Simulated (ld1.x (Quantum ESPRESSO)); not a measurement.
## Cl: one change to a TM potential, before and after

* Element: chlorine
* Generator: ld1.x (Quantum ESPRESSO) 7.5
* Type: norm-conserving Troullier–Martins (Kleinman–Bylander form)
* Functional: PBE
* Relativity: scalar-relativistic
* Frozen core: [Ne]
* Valence charge: 7
* Reference configuration: 3s1.5 3p5.5
* Partial waves: 3s (bound): rc 1.20 bohr; 3p (bound): rc 1.35 bohr; 3d channel at 0.3 Ry: rc 1.30 bohr
* Local potential: all-electron potential smoothed inside 0.95 bohr (lloc = -1)
* Core correction: Bessel-smoothed model core, default radius (core density twice the valence density)

Change: wave 3p (bound): rc 1.35 bohr becomes 3p (bound): rc 0.90 bohr.

Cutoffs: the cutoffs (Ry, on a coarse ladder) from which the occupation-weighted sum of valence levels, in a spherical-Bessel basis at the reference potential, stays within 10 and 1 mRy of its value at 400 Ry; they do not see the model core or the augmentation charge, which bear on the density cutoff. Errors are all-electron minus pseudo energies relative to the spin-unpolarised reference configuration.

**Question.** How do hardness, ghosts and transferability respond?

**Answer.** Of the 7 tests that both files solve, the error grows in 3 and shrinks in 0 by more than 15 % and 0.3 meV (median size 3.1 → 4.3 meV); neither file shows a bound ghost. That the errors move this way runs against the usual rule that smaller radii transfer better.

| quantity | base | changed |
| --- | --- | --- |
| cutoff, loose | 35 Ry | 230 Ry |
| cutoff, tight | 70 Ry | over 300 Ry |
| loose cutoff by channel (10 mRy a level) | s 30 Ry, p 12 Ry | s 30 Ry, p 160 Ry |
| bound ghosts | none | none |
| error for 3s2 3p5, meV [ΔE -6.06 eV] | +0.3 | +0.5 |
| error for 3s2 3p4, meV [ΔE 7.81 eV] | +3.1 | +4.3 |
| error for 3s2 3p3, meV [ΔE 33.26 eV] | +30 | +32 |
| error for 3s1 3p5, meV [ΔE 20.52 eV] | +6.2 | +8.8 |
| error for 3s2 3p2, meV [ΔE 71.57 eV] | +110 | +101 |
| error for 3s2 3p5.3, meV [ΔE -8.20 eV] | +1.3 | +1.4 |
| error for 3s2 3p4.5, meV [ΔE -0.48 eV] | 0.0 | +0.6 |
